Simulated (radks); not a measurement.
Question: Species: Rh. Configuration: [Kr] 4d9 (not the ground configuration). Method: Dirac Kohn-Sham, PBEsol, spin-unpolarised, spherical densities, point nucleus; open shells fill j = l - 1/2 first; computed with a radial shooting solver on a logarithmic mesh with Libxc functionals.

Spin-orbit splittings of the eigenvalues, e(l+1/2) - e(l-1/2), with zeta = 2 splitting/(2l+1) and mean radii in bohr:

shell  occ.  splitting (eV)  zeta (eV)  <r> j=l-1/2  <r> j=l+1/2
2p        6           144.5      96.33       0.1203       0.1252
3p        6               ?          ?       0.3833       0.3940
3d       10           4.905      1.962       0.3685       0.3720
4p        6           3.881      2.588        1.065        1.098
4d        9          0.3608     0.1443        1.674        1.711

Estimate the 3p splitting.

Answer: 24.86 eV (zeta = 16.57 eV).
